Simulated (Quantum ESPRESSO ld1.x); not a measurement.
Values are calculated unless marked as measured or tabulated.
Orbital energies (hartree) of the neon ion Ne+, [He] 2s2 2p5: non-relativistic, with first-order perturbation theory as ld1.x prints it (mass-velocity, Darwin and spin-orbit terms), and from the self-consistent Dirac equation with open shells shared by 2j + 1. Spin-unpolarised spherical Kohn-Sham, LDA (Slater exchange, Perdew-Zunger correlation), point nucleus, ld1.x of Quantum ESPRESSO 7.5.

| orbital | non-rel. | first order | Dirac |
|---|---|---|---|
| 1s1/2 | -31.1357 | -31.1947 | -31.1761 |
| 2s1/2 | -2.0269 | -2.0347 | -2.0318 |
| 2p1/2 | -1.1923 | -1.1976 | -1.1947 |
| 2p3/2 | -1.1923 | -1.1932 | -1.1903 |
| 3s1/2 (empty) | -0.2455 | -0.2461 | -0.2459 |
| 3p1/2 (empty) | -0.1419 | -0.1421 | -0.1420 |
| 3p3/2 (empty) | -0.1419 | -0.1419 | -0.1418 |

First order keeps the non-relativistic potential frozen, so it lacks the indirect effect: the contracted s and p shells screen the nucleus better and push d and f levels up in the self-consistent Dirac solution.
